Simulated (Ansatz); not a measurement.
Reaction (formal exchange of groups at a B–Br bond): `CB(O)Br` + disilane → `CB(O)[SiH2][SiH3]` + HBr

Isolated molecules relaxed with PBE0-D4/def2-TZVP in Ansatz; ΔE leaves out vibrations. CBS: MP2 limit from def2 TZ/QZ plus the TZ coupled-cluster correction, frozen cores. DFT in def2-TZVPP. For Br outer-core shells are correlated without core-valence functions, which leaves a few kJ/mol of doubt a bond. Scalar relativity is left out up to krypton. Each species was taken in one conformer, which may not be the lowest.

`CB(O)Br`:

Cartesian coordinates in Å:
```
C -0.771 -0.589 0.405
B 0.399 0.283 -0.129
O 0.468 0.678 -1.412
Br 1.831 0.838 1.082
H -1.495 -0.819 -0.379
H -0.390 -1.526 0.821
H -1.284 -0.080 1.225
H 1.241 1.213 -1.614
```

`[SiH3][SiH3]`:

Z-matrix (Å, degrees):
```
Si
Si 1 2.338
H 1 1.488 2 110.3
H 1 1.488 2 110.3 3 120.0
H 1 1.488 2 110.3 3 -120.0
H 2 1.488 1 110.3 3 59.9
H 2 1.488 1 110.3 3 179.9
H 2 1.488 1 110.3 3 -60.1
```

`CB(O)[SiH2][SiH3]`:

```xyz
14

C     1.290    1.563    0.663
B     1.072    0.513   -0.474
O     2.170    0.027   -1.109
Si   -0.792   -0.159   -0.967
Si   -1.657   -1.481    0.760
H     0.886    1.191    1.612
H     0.735    2.484    0.452
H     2.344    1.814    0.808
H     1.975   -0.609   -1.801
H    -0.762   -0.986   -2.214
H    -1.742    0.968   -1.197
H    -1.720   -0.690    2.020
H    -0.775   -2.657    0.999
H    -3.024   -1.979    0.448
```

HBr:

Cartesian coordinates in Å:
```
Br -0.114 0.592 -0.376
H 0.114 -0.592 0.376
```

```csv
level,ΔE (eV)
PBE-D4,1.01
r2SCAN-D4,1.13
B2PLYP,1.17
PBE,1.05
HF/def2-TZVPP,1.32
HF/def2-QZVPP,1.31
HF/CBS(def2),1.31
MP2/CBS(def2),1.23
```

Question: What does CCSD(T)/CBS give? (Best estimate.)

Answer: Computed: +1.14 eV. The listed levels differ from it by -0.13, -0.01, 0.03, -0.09, 0.18, 0.17, 0.17, 0.09 eV.

Largest T1 diagnostic among the species: 0.014.

In def2-TZVPP, CCSD(T) changes the Hartree–Fock value by −0.19 eV (the triples alone add −0.02 eV) and MP2 by −0.10 eV. From PBE to PBE0 (25 % exact exchange), in def2-TZVPP and without D4, ΔE moves by +0.06 eV.
